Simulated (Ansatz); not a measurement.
`CC[Si]CC` + `C=CCCS` → `CC[Si]S` + `C=CCCCC`  (formal exchange of groups at the Si–C bond)

Program: Ansatz. Geometries: PBE0-D4/def2-TZVP. ΔE: electronic, gas phase. CCSD(T)/CBS is the MP2 limit (def2-TZVPP, def2-QZVPP) plus CCSD(T) − MP2 in def2-TZVPP, frozen cores. This one scheme is used for every species. One conformer a species, not always the lowest.

`CC[Si]CC`:

```xyz
15

C    -1.097   -0.636   -1.461
C     0.244    0.114   -1.513
Si    0.002    1.689   -0.472
C     0.097    0.978    1.294
C     0.886   -0.283    1.617
H    -1.940    0.011   -1.729
H    -1.111   -1.477   -2.158
H    -1.299   -1.033   -0.463
H     0.471    0.383   -2.549
H     1.051   -0.532   -1.154
H     0.382    1.802    1.959
H    -0.976    0.830    1.521
H     1.949   -0.155    1.396
H     0.806   -0.553    2.674
H     0.538   -1.140    1.037
```

`C=CCCS`:

Z-matrix (Å, degrees):
```
C
C 1 1.496
C 1 1.516 2 116.1
H 1 1.095 2 109.0 3 123.7
H 1 1.099 2 107.8 3 -122.1
C 2 1.326 1 126.9 3 10.8
H 2 1.088 1 114.8 3 -170.3
S 3 1.814 1 114.5 2 73.6
H 3 1.092 1 109.8 2 -170.0
H 3 1.092 1 111.4 2 -51.8
H 6 1.083 2 121.0 1 178.7
H 6 1.085 2 122.5 1 -1.0
H 8 1.342 3 96.8 1 -53.8
```

`CC[Si]S`:

Z-matrix (Å, degrees):
```
C
C 1 1.525
H 1 1.093 2 111.8
H 1 1.093 2 111.4 3 -120.3
H 1 1.093 2 111.4 3 120.3
Si 2 1.909 1 113.6 3 -179.6
H 2 1.098 1 110.9 3 -58.4
H 2 1.098 1 110.9 3 58.7
S 6 2.136 2 99.6 1 -179.3
H 9 1.348 6 100.8 2 0.1
```

`C=CCCCC`:

Cartesian coordinates in Å:
```
C 1.077 -1.871 1.247
C 0.415 -1.734 0.107
C -0.856 -0.973 -0.069
C -0.742 0.144 -1.107
C 0.289 1.214 -0.771
C -0.016 1.982 0.504
H 1.999 -2.437 1.306
H 0.714 -1.422 2.168
H 0.819 -2.197 -0.793
H -1.179 -0.570 0.896
H -1.644 -1.664 -0.394
H -1.725 0.612 -1.230
H -0.492 -0.302 -2.077
H 1.278 0.751 -0.689
H 0.348 1.915 -1.610
H -1.012 2.433 0.466
H 0.707 2.785 0.663
H 0.021 1.334 1.384
```

```json
{"level": "MP2/def2-QZVPP", "ΔE (kJ/mol)": "-142.7"}
{"level": "CCSD/CBS(def2)", "ΔE (kJ/mol)": "-141.5"}
```

Problem. What does CCSD(T)/CBS give? (An estimate is asked.)

Solution. Computed: -141.1 kJ/mol. The listed levels differ from it by -1.6, -0.4 kJ/mol.

Largest T1 diagnostic among the species: 0.013.

The D4 term adds +5.5 kJ/mol with B3LYP and +2.7 kJ/mol with PBE0; it sums over pairs of atoms, weighted by their polarisabilities, and B3LYP, whose exchange is more repulsive, gets the larger term. In def2-TZVPP, CCSD(T) changes the Hartree–Fock value by +9.1 kJ/mol (the triples alone add +0.4 kJ/mol) and MP2 by +7.4 kJ/mol.

B3LYP here is the variant with VWN-RPA as its local correlation; programs differ in this.
